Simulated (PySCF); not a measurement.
A structure optimised at r2SCAN-D4/def2-SVP, used in a PySCF frequency run:

```xyz
15

C      2.4157    -0.5741    -0.0206
O      1.3493    -0.3996    -0.9222
Si    -0.2576    -0.2395    -0.4940
C     -0.8133    -1.5012     0.7671
C     -0.5764     1.4820     0.2473
F     -1.9244     1.5139     0.6270
H      2.5296     0.2847     0.6690
H      3.3505    -0.6690    -0.5949
H      2.2987    -1.4887     0.5911
H     -1.0245    -0.3591    -1.7633
H     -0.2122    -1.4488     1.6898
H     -1.8590    -1.2904     1.0446
H     -0.7597    -2.5308     0.3796
H     -0.3909     2.3018    -0.4705
H      0.0429     1.6846     1.1420
```
Charge 0, spin multiplicity 1.

**Question.** Write its SMILES and formula.

**Answer.** CO[Si@@H](C)CF, C3H9FOSi

**Question.** What are its rotational constants (standard atomic weights)?

**Answer.** 4.3133, 1.6953, 1.4380 GHz
